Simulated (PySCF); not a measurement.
These are PBE-D3(BJ)/def2-TZVP // PBE0-D4/def2-TZVP (PySCF) values and carry that method's errors. Gas-phase values, no solvent. Excitations are Tamm–Dancoff values on a coarser integration grid. The basis has no diffuse functions, so Rydberg states are missing or too high.

Reference species (SMILES): `[Ga]([F])([F])[F]` (neutral, multiplicity 1).

| Quantity | Value |
|---|---|
| HOMO | -9.66 eV |
| HOMO–LUMO gap | 6.29 eV |
| T1 excitation (TDA) | 6.11 eV |

Changed species: `[Ga]([F])([F])[NH2]` (1 of 3 F replaced by NH2; the reference has 0 of 3 F replaced by NH2).

**Question.** What does the change do to the HOMO, HOMO–LUMO gap and T1 excitation (TDA)?

**Answer.** the HOMO rises by 2.81 eV, to -6.85 eV; the HOMO–LUMO gap decreases by 1.56 eV, to 4.73 eV; the T1 excitation (TDA) falls by 1.64 eV, to 4.47 eV.
